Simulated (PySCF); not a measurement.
CH5Al2Cl2F.
SMILES with atom numbers: `[CH3:1][Al@@H-:2]1[Cl+:3][Al@H-:4]([F:5])[Cl+:6]1` (hydrogens: H7, H8, H9 on C1; H10 on Al2; H11 on Al4)

The closed-shell ground state was solved at several levels (PySCF, density fitting, gas phase, non-relativistic). Geometry: PBE0-D3(BJ)/def2-SVP; no solvent, vibrations or thermal averaging.

```tsv
level	basis functions	total energy (Eh)	HOMO (eV)	LUMO (eV)	gap (eV)	dipole (D)
LDA/pcSseg-1	155	-1540.3272	-7.35	-1.54	5.81	1.90
B3LYP/pcSseg-1	155	-1546.4825	-8.33	-0.68	7.65	1.92
HF/pcSseg-1	155	-1543.2054	-11.70	2.34	14.04	2.09
BLYP/pcSseg-1	155	-1546.3693	-7.12	-1.11	6.01	1.83
KT3/pcSseg-1	155	-1558.4747	-7.36	-1.25	6.11	1.86
BP86/pcSseg-1	155	-1546.5306	-7.36	-1.29	6.07	1.84
B3LYP/6-31G*	110	-1546.4543	-8.14	-0.53	7.61	1.82
OPBE/pcSseg-1	155	-1546.1675	-7.26	-1.03	6.23	1.86
B3LYP/cc-pVTZ	266	-1546.6590	-8.21	-0.67	7.54	1.83
B97-D/pcSseg-1	155	-1546.3413	-7.25	-1.10	6.15	1.84
```

Task: Estimate the row for PBE/pcSseg-1, a basis of 155 functions; the other rows only guide the guess.

Result: Total energy -1545.5948 Eh, HOMO -7.26 eV, LUMO -1.27 eV, gap 5.99 eV, dipole 1.85 D.

Task: Over all these levels, which gives the widest orbital gap and which the narrowest?

Result: HF/pcSseg-1 (Hartree–Fock, all exact exchange) has the widest, 14.04 eV, and LDA/pcSseg-1 (LDA) the narrowest, 5.81 eV. The two share the basis. From the narrowest to the widest the HOMO moves by -4.35 eV and the LUMO by +3.88 eV.

Task: How much does the basis alone move the frontier levels among the 3 B3LYP rows?

Result: The HOMO by 0.19 eV and the LUMO by 0.15 eV. By rising basis size (HOMO, LUMO in eV): 6-31G* -8.14, -0.53; pcSseg-1 -8.33, -0.68; cc-pVTZ -8.21, -0.67.

Task: In the pcSseg-1 basis, how does the gap go with the fixed share of exact exchange?

Result: LDA (0 %) 5.81 eV; PBE (0 %) 5.99 eV; BLYP (0 %) 6.01 eV; BP86 (0 %) 6.07 eV; KT3 (0 %) 6.11 eV; B97-D (0 %) 6.15 eV; OPBE (0 %) 6.23 eV; B3LYP (20 %) 7.65 eV; HF (100 %) 14.04 eV. Each rise in the share widens the gap here.

Task: How far do the dipole and the HOMO energy spread over the levels?

Result: The dipole runs from 1.82 to 2.09 D (mean 1.88 D) and the HOMO from -11.70 to -7.12 eV.

The pairwise dispersion term of B97-D wasn't added to the energies; at a given geometry it leaves orbitals and properties as they are.
